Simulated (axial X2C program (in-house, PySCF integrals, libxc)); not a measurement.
## What spin–orbit coupling does to LiI⁻

Computed with an axial X2C code built on PySCF integrals. Spin-free means the one-electron spin-free X2C Hamiltonian; two-component (2c) means X2C with spin–orbit coupling and atomic mean-field two-electron Coulomb and Gaunt terms, so the difference of the two also holds small scalar two-electron terms. Basis: I dyall-acv3z [12s13p9d5f1g], Li dyall-av3z [9s9p3d] (cores contracted in-house); Gaussian nuclei, density fitting, unrestricted open shells. Masses: I 126.904 u, Li 7.016 u.

Spin-free state: M_S = 1/2, Λ = 0 (beyond evenly filled blocks: σα); fragments I- + Li.

```
  level  Re (Å)  ωe (cm⁻¹)  De (eV)  μ (D)
   PBE0   2.543      364.5    1.291  -9.40
     HF   2.590      350.3    1.175  -9.51
    MP2   2.584      351.5    1.246    n/a
   CCSD   2.581      352.8    1.266    n/a
CCSD(T)   2.583      351.4    1.271    n/a
  B97-3   2.544      361.8    1.227  -9.89
```

Correlated methods: 9 electrons correlated (number of frozen shells: I 4 s, 3 p, 2 d; Li 1 s), 269 virtual spin orbitals or spinors in MP2, 90 natural virtuals in coupled cluster.

Dipoles are positive if Li is the positive end and refer to the centre of mass.

Two-component determinant lowest at the distance of the search:

Ω = 1/2 (⟨Sz⟩ = 0.50, ⟨Lz⟩ = 0.00 at HF); fragments I- + Li for PBE0, HF, MP2, CCSD, CCSD(T); I + Li- for B97-3.

| level | Re (Å) | ωe (cm⁻¹) | De (eV) | μ (D) |
| --- | --- | --- | --- | --- |
| PBE0 | 2.545 | 362.7 | 1.286 | -9.40 |
| HF | 2.592 | 348.7 | 1.169 | -9.51 |
| MP2 | 2.586 | 350.0 | 1.242 | n/a |
| CCSD | 2.583 | 351.3 | 1.262 | n/a |
| CCSD(T) | 2.586 | 349.9 | 1.267 | n/a |
| B97-3 | 2.546 | 360.1 | n/a | -9.88 |

Problem. From the two tables, how do the constants change at the CCSD(T) level (2c against spin-free)?

Solution. At the CCSD(T) level Re rises by 0.003 Å and ωe goes down by 1.5 cm⁻¹; De changes by -0.004 eV.

One determinant describes the state; a PBE0 search over occupations chose it and may have missed a lower one. De is counted from the lowest determinant-based energies of the atoms at the same level, without counterpoise correction. De is not given where an atomic determinant may have missed its ground term or J level, or where the truncated virtual space spoils (T). Density functionals use the spin component along the axis (collinear). Coupled cluster ran in a truncated set of natural virtual spinors; the MP2 energy of the rest was added. (T) has no such correction and the atoms are truncated less, which lowers De at CCSD(T) by a hundredth of an eV or more. Without a current term, density functionals place determinants with orbital angular momentum somewhat too high. The highest occupied level of some functionals is positive through self-interaction error; at Hartree–Fock it is bound. Hartree–Fock gets electron affinities wrong, so its lowest charge split need not be the true one.
